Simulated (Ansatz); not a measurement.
Relaxation of C2H4BSi (8 atoms, charge 1, multiplicity 1), to a largest force component of 0.02 eV/Å in at most 50 steps.

Theory: RKS CAM-B3LYP-D4/def2-SVP in Ansatz 0.2.0.

```xyz
8
Properties=species:S:1:pos:R:3
C 0.071 1.901 -1.416
C 0.044 1.162 -0.454
B 0.013 0.302 0.753
Si -0.064 -1.663 0.564
H 0.093 2.549 -2.249
H -0.006 0.080 -0.578
H -0.116 -2.438 -0.682
H -0.076 -2.624 1.673
```

Q: Where does it end, and by what steps?

A: It converged. After 41 steps the energy has fallen by 4.978 eV; H6 moved furthest, 2.69 Å. Parted: C2–H6 (1.09 → 2.57 Å). Joined: C1–Si4 (4.08 → 1.89 Å), C2–Si4 (3.00 → 2.02 Å).

| step | energy less start (eV) | largest force component (eV/Å) | accepted |
| --- | --- | --- | --- |
| 0 | 0.0000 | 3.623 | yes |
| 2 | -1.3820 | 1.651 | yes |
| 4 | -2.2301 | 1.797 | yes |
| 6 | -3.3591 | 1.781 | yes |
| 8 | -4.0431 | 0.556 | yes |
| 10 | -4.1584 | 1.113 | yes |
| 12 | -4.2106 | 0.255 | yes |
| 14 | -4.2293 | 0.103 | yes |
| 16 | -4.2825 | 0.536 | yes |
| 18 | -4.3301 | 0.577 | yes |
| 20 | -4.3709 | 0.190 | yes |
| 22 | -4.3756 | 0.029 | yes |
| 24 | -4.3820 | 0.216 | yes |
| 26 | -4.3977 | 0.586 | yes |
| 28 | -4.4770 | 0.798 | yes |
| 30 | -4.5909 | 0.792 | yes |
| 32 | -4.7315 | 0.953 | yes |
| 34 | -4.8329 | 0.861 | yes |
| 36 | -4.9206 | 0.673 | yes |
| 38 | -4.9739 | 0.264 | yes |
| 40 | -4.9779 | 0.047 | yes |
| 41 | -4.9780 | 0.015 | yes |

```xyz
8
Properties=species:S:1:pos:R:3
C -0.688 1.085 -0.562
C 0.520 0.668 -0.827
B 1.448 -0.389 -0.708
Si -0.640 -0.649 0.181
H -1.272 1.992 -0.741
H 2.421 -1.061 -0.772
H -1.331 -1.682 -0.603
H -0.499 -0.694 1.644
```

Whether the end is a true minimum wasn't checked by a vibrational analysis.

Run time: 59 s on 2 threads of Intel(R) Xeon(R) Platinum 8488C (Sapphire Rapids), on a shared host, peak memory 0.2 GiB.
